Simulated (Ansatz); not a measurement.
Steps of a relaxation of CH4OSn, SMILES `O=[CH][SnH3]` with RKS PBE0-D4/def2-TZVP.

```sh
$ ansatz run in.yaml --threads 2 --pin off --events-out ev --progress --plain --max-ram 4352MiB
```

```yaml
crystal:
  periodic: [false, false, false]
  atoms:
    - {symbol: O, position_ang: [-0.196293, -1.870941, 1.221404]}
    - {symbol: C, position_ang: [-0.402963, -1.302191, 0.176069]}
    - {symbol: Sn, position_ang: [0.257499, 0.827852, -0.146807]}
    - {symbol: H, position_ang: [-0.936345, -1.826433, -0.680097]}
    - {symbol: H, position_ang: [-0.414672, 1.504162, -1.594324]}
    - {symbol: H, position_ang: [-0.229327, 1.752891, 1.227550]}
    - {symbol: H, position_ang: [1.983401, 0.846659, -0.249596]}
basis:
  gaussian: {orbitals: def2-TZVP}
hamiltonian: {xc: pbe0, dispersion: d4}
relax: {f_tol: 0.005, max_steps: 150}
```

Positions (Å) and forces (eV/Å) along the path, 18 of 40 steps:

```xyz
7
step=1 energy=-8976.9764 eV
O    -0.196   -1.871    1.221   -0.232    0.525   -1.073
C    -0.403   -1.302    0.176    0.039   -0.306    0.425
Sn    0.257    0.828   -0.147    0.061   -0.037    0.111
H    -0.936   -1.826   -0.680    0.282    0.183    0.524
H    -0.415    1.504   -1.594    0.098   -0.177    0.264
H    -0.229    1.753    1.228    0.061   -0.169   -0.247
H     1.983    0.847   -0.250   -0.309   -0.020   -0.004
7
step=3 energy=-8976.9963 eV rejected
O    -0.223   -1.829    1.207    0.144    0.029   -0.294
C    -0.358   -1.277    0.150   -0.571   -0.012    0.308
Sn    0.270    0.819   -0.132    0.121   -0.071   -0.058
H    -0.931   -1.782   -0.672    0.267   -0.014    0.048
H    -0.425    1.443   -1.558   -0.024    0.011   -0.046
H    -0.235    1.722    1.216   -0.018    0.004    0.050
H     1.965    0.836   -0.256    0.081    0.053   -0.008
7
step=4 energy=-8977.0126 eV
O    -0.201   -1.837    1.195   -0.036   -0.035   -0.018
C    -0.397   -1.264    0.162    0.012   -0.051    0.008
Sn    0.264    0.820   -0.126   -0.016    0.004   -0.036
H    -0.911   -1.787   -0.681    0.012    0.010    0.048
H    -0.423    1.437   -1.559   -0.024    0.035   -0.052
H    -0.229    1.736    1.216   -0.013    0.030    0.052
H     1.959    0.826   -0.253    0.064    0.007    0.000
7
step=6 energy=-8977.0144 eV
O    -0.282   -1.824    1.221   -0.001    0.009    0.001
C    -0.395   -1.271    0.166   -0.009   -0.017   -0.007
Sn    0.265    0.820   -0.128    0.003    0.005   -0.003
H    -0.842   -1.814   -0.702    0.011    0.013    0.007
H    -0.448    1.452   -1.547   -0.004   -0.002   -0.002
H    -0.199    1.731    1.233   -0.002   -0.003    0.007
H     1.963    0.839   -0.290    0.002   -0.005   -0.002
7
step=10 energy=-8977.0154 eV
O    -0.364   -1.794    1.241   -0.007    0.004   -0.006
C    -0.395   -1.270    0.166    0.008   -0.004    0.008
Sn    0.266    0.821   -0.127   -0.005   -0.003   -0.002
H    -0.760   -1.840   -0.721    0.003    0.002   -0.001
H    -0.476    1.460   -1.528    0.000    0.002    0.002
H    -0.169    1.718    1.252    0.001    0.001    0.001
H     1.960    0.837   -0.328    0.000   -0.002   -0.002
7
step=12 energy=-8977.0156 eV
O    -0.384   -1.788    1.245    0.000    0.010   -0.021
C    -0.393   -1.270    0.166   -0.019   -0.008    0.017
Sn    0.264    0.821   -0.127    0.005    0.002    0.000
H    -0.737   -1.846   -0.725    0.010   -0.003    0.004
H    -0.482    1.466   -1.523   -0.002   -0.003    0.001
H    -0.163    1.718    1.256    0.004   -0.003    0.000
H     1.956    0.831   -0.339    0.002    0.005   -0.001
7
step=13 energy=-8977.0159 eV
O    -0.405   -1.781    1.249   -0.010    0.033   -0.072
C    -0.395   -1.269    0.166    0.005   -0.041    0.050
Sn    0.262    0.822   -0.126    0.009    0.001    0.002
H    -0.714   -1.855   -0.730    0.005    0.009    0.022
H    -0.489    1.468   -1.519   -0.005    0.001    0.005
H    -0.151    1.716    1.262   -0.004   -0.001   -0.003
H     1.954    0.832   -0.347    0.000   -0.001   -0.004
7
step=15 energy=-8977.0163 eV
O    -0.445   -1.768    1.255   -0.001    0.048   -0.130
C    -0.393   -1.270    0.167   -0.021   -0.069    0.074
Sn    0.263    0.822   -0.126    0.009    0.000    0.001
H    -0.676   -1.867   -0.736    0.019    0.023    0.057
H    -0.502    1.472   -1.508   -0.003   -0.001    0.001
H    -0.139    1.711    1.268    0.001   -0.003   -0.001
H     1.953    0.832   -0.366   -0.004    0.002   -0.002
7
step=20 energy=-8977.0176 eV
O    -0.542   -1.741    1.258   -0.005    0.005    0.000
C    -0.392   -1.270    0.168    0.003   -0.009   -0.002
Sn    0.265    0.821   -0.124    0.000    0.004   -0.001
H    -0.582   -1.893   -0.738    0.003    0.001    0.001
H    -0.533    1.480   -1.484   -0.001    0.000    0.001
H    -0.104    1.701    1.285    0.001    0.000    0.002
H     1.948    0.834   -0.410   -0.001   -0.002   -0.002
7
step=21 energy=-8977.0169 eV rejected
O    -0.631   -1.714    1.259    0.102    0.141   -0.420
C    -0.386   -1.270    0.169   -0.130   -0.150    0.298
Sn    0.270    0.821   -0.123   -0.001   -0.019    0.006
H    -0.501   -1.916   -0.738    0.025    0.029    0.111
H    -0.561    1.486   -1.461    0.003   -0.004    0.002
H    -0.076    1.687    1.299    0.008    0.002    0.001
H     1.946    0.839   -0.450   -0.007    0.001    0.001
7
step=22 energy=-8977.0180 eV
O    -0.583   -1.727    1.256   -0.001   -0.021    0.019
C    -0.389   -1.270    0.168   -0.022    0.037   -0.011
Sn    0.264    0.823   -0.123    0.008   -0.012   -0.003
H    -0.539   -1.904   -0.738    0.011   -0.015   -0.004
H    -0.546    1.484   -1.474   -0.001    0.003    0.004
H    -0.090    1.696    1.294    0.002    0.000   -0.003
H     1.944    0.829   -0.428    0.003    0.009   -0.002
7
step=24 energy=-8977.0179 eV rejected
O    -0.603   -1.725    1.257   -0.009    0.048   -0.086
C    -0.396   -1.270    0.169    0.046   -0.078    0.048
Sn    0.266    0.818   -0.124   -0.009    0.031    0.002
H    -0.519   -1.915   -0.736   -0.016    0.025    0.031
H    -0.551    1.491   -1.466   -0.003   -0.007   -0.006
H    -0.081    1.695    1.292   -0.001   -0.002    0.013
H     1.944    0.838   -0.437   -0.008   -0.017   -0.002
7
step=28 energy=-8977.0186 eV
O    -0.650   -1.709    1.253    0.028    0.036   -0.131
C    -0.389   -1.271    0.168   -0.032    0.002    0.144
Sn    0.266    0.820   -0.123    0.005    0.002    0.002
H    -0.475   -1.923   -0.732    0.001   -0.035   -0.015
H    -0.566    1.492   -1.456   -0.002   -0.003    0.000
H    -0.066    1.688    1.302    0.001   -0.002    0.001
H     1.940    0.834   -0.458   -0.002    0.000   -0.001
7
step=33 energy=-8977.0195 eV
O    -0.774   -1.675    1.228    0.028    0.031   -0.069
C    -0.387   -1.269    0.170   -0.037   -0.059    0.039
Sn    0.266    0.821   -0.122    0.010    0.006    0.002
H    -0.349   -1.959   -0.709    0.004    0.025    0.028
H    -0.606    1.506   -1.422    0.000   -0.002    0.004
H    -0.018    1.676    1.322   -0.002   -0.001   -0.004
H     1.929    0.832   -0.513   -0.003    0.000   -0.001
7
step=36 energy=-8977.0197 eV
O    -0.814   -1.664    1.217    0.013    0.009   -0.035
C    -0.387   -1.270    0.170   -0.014    0.004    0.046
Sn    0.268    0.821   -0.121    0.003    0.002    0.000
H    -0.310   -1.968   -0.697    0.000   -0.014   -0.011
H    -0.618    1.510   -1.409   -0.001    0.000    0.000
H    -0.004    1.672    1.327    0.001   -0.001   -0.001
H     1.926    0.831   -0.532   -0.002    0.001    0.001
7
step=37 energy=-8977.0197 eV
O    -0.818   -1.663    1.215   -0.001   -0.001    0.000
C    -0.387   -1.270    0.170    0.000    0.000   -0.001
Sn    0.268    0.821   -0.121    0.000    0.002    0.000
H    -0.306   -1.970   -0.696    0.000    0.000    0.001
H    -0.620    1.510   -1.408    0.000    0.000    0.000
H    -0.002    1.672    1.327    0.000    0.000    0.000
H     1.926    0.832   -0.533    0.000    0.000    0.000
7
step=38 energy=-8977.0197 eV
O    -0.827   -1.661    1.212   -0.001   -0.002    0.000
C    -0.387   -1.270    0.170    0.001    0.003   -0.003
Sn    0.269    0.821   -0.121   -0.001   -0.001    0.000
H    -0.298   -1.972   -0.693   -0.001    0.000    0.003
H    -0.622    1.511   -1.405    0.000    0.000    0.001
H     0.002    1.671    1.328    0.000    0.000    0.000
H     1.925    0.832   -0.537    0.000    0.000    0.000
7
step=40 energy=-8977.0197 eV
O    -0.836   -1.658    1.209    0.001   -0.001   -0.004
C    -0.387   -1.270    0.170    0.001    0.001   -0.001
Sn    0.269    0.821   -0.121   -0.001   -0.001    0.000
H    -0.288   -1.975   -0.690   -0.001    0.001    0.005
H    -0.625    1.512   -1.402    0.000    0.000    0.000
H     0.005    1.670    1.329    0.000    0.000    0.000
H     1.924    0.832   -0.541    0.000    0.000    0.000
```

It took 100 s on 2 threads of an Arm Neoverse V1 on a shared host, with 0.26 GiB of host memory at the peak.
